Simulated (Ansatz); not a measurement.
Ansatz (a quantum-chemistry and plane-wave program) input (B3LYP/6-31G*):

Ansatz 0.2 input:
```yaml
crystal:
  periodic: [false, false, false]
  atoms:
    - {symbol: Si, position_ang: [0.40459727, -0.24099509, 0.36367698]}
    - {symbol: F, position_ang: [-0.92107395, -0.93254310, -0.41851454]}
    - {symbol: F, position_ang: [0.33126209, 1.29207908, -0.33758756]}
    - {symbol: H, position_ang: [-0.35605504, 0.13810747, 1.71344117]}
basis:
  gaussian:
    orbitals: 6-31G*
hamiltonian:
  xc: {name: B3LYP}
total_charge: -1
phonons: {temperatures: {t_min: 298.15, t_max: 298.15, t_step: 100}}
```

Question: Which harmonic wavenumbers does it give?

Answer: 293, 722, 724, 783, 877, 1674 cm⁻¹ (unscaled; negative means imaginary).
